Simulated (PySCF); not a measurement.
# Zinc: a sound run and one with changed settings

Sound run: Zn [Ar] 3d10 4s2, Zn⁺ [Ar] 3d10 4s1. All numbers are calculated (PySCF 2.14, scalar relativity by spin-free X2C-1e, in x2c-TZVPall). In the sound run the correlated levels freeze [Ar]. The sound run starts from symmetry-adapted Hartree-Fock orbitals and uses a fine grid where one is needed.

Changed run: the non-relativistic Hamiltonian (point nucleus). This setting is unsound on purpose.

| species | method | sound run (hartree) | changed run (hartree) | converged |
| --- | --- | --- | --- | --- |
| Zn | UHF | -1794.25420 | -1771.17086 | yes |
| Zn | B3LYP | -1795.96242 | -1772.88624 | yes |
| Zn | LDA | -1792.91161 | -1769.84845 | yes |
| Zn | MP2 | -1794.66631 | -1771.57479 | yes |
| Zn | CCSD(T) | -1794.64624 | -1771.55628 | yes |
| Zn⁺ | UHF | -1793.96788 | -1770.89249 | yes |
| Zn⁺ | B3LYP | -1795.60853 | -1772.54330 | yes |
| Zn⁺ | LDA | -1792.54654 | -1769.49549 | yes |
| Zn⁺ | MP2 | -1794.33779 | -1771.25632 | yes |
| Zn⁺ | CCSD(T) | -1794.30949 | -1771.22907 | yes |

Ionisation energy of Zn:

| method | sound run (eV) | changed run (eV) |
| --- | --- | --- |
| UHF | 7.791 | 7.575 |
| B3LYP | 9.630 | 9.332 |
| LDA | 9.934 | 9.604 |
| MP2 | 8.939 | 8.666 |
| SCS-MP2 | 8.971 | 8.708 |
| CCSD | 9.065 | 8.813 |
| CCSD(T) | 9.163 | 8.904 |

Most of the change in total energy is the relativistic energy itself. On top of that the contraction fixes the core shape for the Hamiltonian it was made with, so the changed run is not a good calculation with the other Hamiltonian either.

For comparison, NIST gives 9.394 eV between the lowest levels.
